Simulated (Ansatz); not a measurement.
Basis sets compared for the cluster Pd4S3. Total charge 0; singlet. Geometry r2SCAN-D4/def2-SVP. Ansatz on 4 threads of Intel Xeon 6975P-C on a shared host; times are rough, and most runs start from earlier orbitals.

```xyz
7

Pd    1.031   -1.025    0.071
Pd   -1.496    0.203    0.425
Pd   -0.401   -0.314   -2.094
Pd    0.427    0.350    2.317
S    -1.023   -1.920   -0.540
S    -0.168    1.549   -0.829
S     1.631    1.158    0.649
```

In the def2 sets Pd takes a core potential; there is no spin–orbit coupling. The restricted singlet is unstable towards broken spin symmetry in Hartree–Fock (as tested in another run); at PBE-D4/def2-SVP, PBE-D4/def2-TZVP, PBE0-D4/def2-SVP, PBE0-D4/def2-TZVP this wasn't settled. No other spin state of charge 0 was run. Another isomer (singlet) lies 1.10 eV lower at PBE0-D4/def2-TZVP; other spin states weren't run for this one.

Binding counts from free atoms (Pd singlet, S triplet) in the same basis, without a counterpoise term.

| level | functions | energy (Eh) | HOMO (eV) | LUMO (eV) | binding per atom (eV) | wall time |
| --- | --- | --- | --- | --- | --- | --- |
| PBE-D4/def2-SVP | 178 | -1705.5303 | -4.86 | -4.49 | 2.87 | 2.1 s |
| PBE0-D4/def2-SVP | 178 | -1705.4298 | -5.80 | -3.95 | 2.39 | 4.1 s |

Q: Estimate the rows for PBE-D4/def2-TZVP (with forces), PBE0-D4/def2-TZVP.

A: 
```json
{"level": "PBE-D4/def2-TZVP (with forces)", "functions": "271", "energy (Eh)": "-1706.0946", "HOMO (eV)": "-4.78", "LUMO (eV)": "-4.39", "binding per atom (eV)": "2.94", "wall time": "3.9 s"}
{"level": "PBE0-D4/def2-TZVP", "functions": "271", "energy (Eh)": "-1705.9852", "HOMO (eV)": "-5.69", "LUMO (eV)": "-3.82", "binding per atom (eV)": "2.47", "wall time": "10 s"}
```
